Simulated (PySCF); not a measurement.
**Structure from 2D NMR**

Compound of formula C3H11NO2Si2. Correlations simulated from computed shifts and the bond graph:

HSQC (one-bond C–H):
| δH | δC |
| --- | --- |
| 4.37 | 65.1 |
| 3.23 | 26.6 |

COSY cross peaks (H two or three bonds apart, from the bond graph; peaks can be absent where the dihedral angle is near 90°):
| δH | δH |
| --- | --- |
| 4.37 | 3.92 |
| 4.12 | 3.23 |

HMBC (two and three bonds, from the bond graph):
| δH | δC |
| --- | --- |
| 5.04 | 65.1 |
| 4.37 | 178.0 |
| 4.12 | 178.0, 65.1, 26.6 |
| 3.92 | 178.0, 65.1 |
| 3.23 | 178.0 |

Carbons without hydrogens: δ 178.0.

PySCF calculation with shielding tensors at PBE0/pcSseg-1 (GIAO) and structure optimised with GFN2-xTB; one computed conformer, averaged over atoms made equivalent by symmetry, fast rotation or ring inversion, non-relativistic, no solvent.

Scale: ¹H (σref 31.72), ¹³C (σref 186.93) vs TMS (reference shieldings calculated alike).

Exchangeable hydrogens are left out of these lists.

Assemble the structure.

Results:

SMILES CNC(=O)[C@H]([SiH3])O[SiH3].

Mapped SMILES: `[CH3:1][NH:2][C:3](=[O:4])[C@H:5]([SiH3:6])[O:7][SiH3:8]`. Hydrogens are named by the atom that carries them.

1. δC 178.0 is C3, an amide carbonyl carbon.
2. δC 65.1 is C5, an sp3 CH bonded to O and Si, α to a carbonyl (δH 4.37).
3. δC 26.6 is C1, a methyl carbon bonded to N (δH 3.23).
4. HMBC from δH 4.37 reaches the proton-free carbon C3.
5. HMBC from δH 3.92 reaches the proton-free carbon C3.
6. HMBC from δH 3.23 reaches the proton-free carbon C3.
7. COSY links 4.37–3.92, 4.12–3.23.

This is the structure that produced the data.

OH/NH shifts are gas-phase values; hydrogen bonding in solution moves them, usually downfield. Shifts are as computed. Against solution values, carbons near 30 ppm lie about +3 ppm off and those near 130 ppm about +5 ppm. Of 1309 compounds with measured shifts, 239 miss one by over three times the rms of a fit or turn the order of signals round; such compounds aren't used in these exercises. Hydrogen bonding in solution deshields acid and N–H amide carbonyl carbons by as much as 10 ppm beyond these values.
